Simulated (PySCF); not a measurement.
Al(NCO)3, C3AlN3O3.
Structure used (PBE0-D3(BJ)/def2-SVP), in Å, numbered top down from 1:
```xyz
10
C3AlN3O3 angstrom
Al    -0.0150   -0.0111    0.0025
N      1.7397   -0.0313   -0.0520
C      2.9412   -0.0352   -0.0787
O      4.1064   -0.0399   -0.1053
N     -0.8699    1.5218   -0.0097
C     -1.4157    2.5926   -0.0233
O     -1.9460    3.6303   -0.0362
N     -0.9053   -1.5224    0.0682
C     -1.4775   -2.5789    0.1023
O     -2.0333   -3.6026    0.1365
```

The closed-shell ground state was solved at several levels (PySCF, density fitting, gas phase, non-relativistic).

| level | basis functions | total energy (Eh) | HOMO (eV) | LUMO (eV) | gap (eV) | dipole (D) |
| --- | --- | --- | --- | --- | --- | --- |
| PBE0/pcSseg-1 (pcSseg-2 on Al) | 196 | -746.1799 | -8.85 | -1.59 | 7.26 | 0.07 |
| wB97X-D/def2-SVPD | 213 | -746.2578 | -10.79 | 0.03 | 10.82 | 0.09 |
| PBE/pcSseg-1 (pcSseg-2 on Al) | 196 | -746.1916 | -7.42 | -2.35 | 5.07 | 0.06 |

Task: Estimate the row for B3LYP/pcSseg-1 (pcSseg-2 on Al), a basis of 196 functions; the other rows only guide the guess.

Result: Total energy -746.8775 Eh, HOMO -8.57 eV, LUMO -1.81 eV, gap 6.76 eV, dipole 0.07 D.

Task: Over all these levels, which gives the widest orbital gap and which the narrowest?

Result: wB97X-D/def2-SVPD (range-separated hybrid) has the widest, 10.82 eV, and PBE/pcSseg-1 (pcSseg-2 on Al) (GGA) the narrowest, 5.07 eV. Functional and basis both differ between the two, so the spread mixes both effects.

Task: In the pcSseg-1 (pcSseg-2 on Al) basis, how does the gap go with the fixed share of exact exchange?

Result: PBE (0 %) 5.07 eV; B3LYP (20 %) 6.76 eV; PBE0 (25 %) 7.26 eV. Each rise in the share widens the gap here.

Task: How far do the dipole and the HOMO energy spread over the levels?

Result: The dipole runs from 0.06 to 0.09 D (mean 0.07 D) and the HOMO from -10.79 to -7.42 eV.

The pairwise dispersion term of wB97X-D wasn't added to the energies; at a given geometry it leaves orbitals and properties as they are.
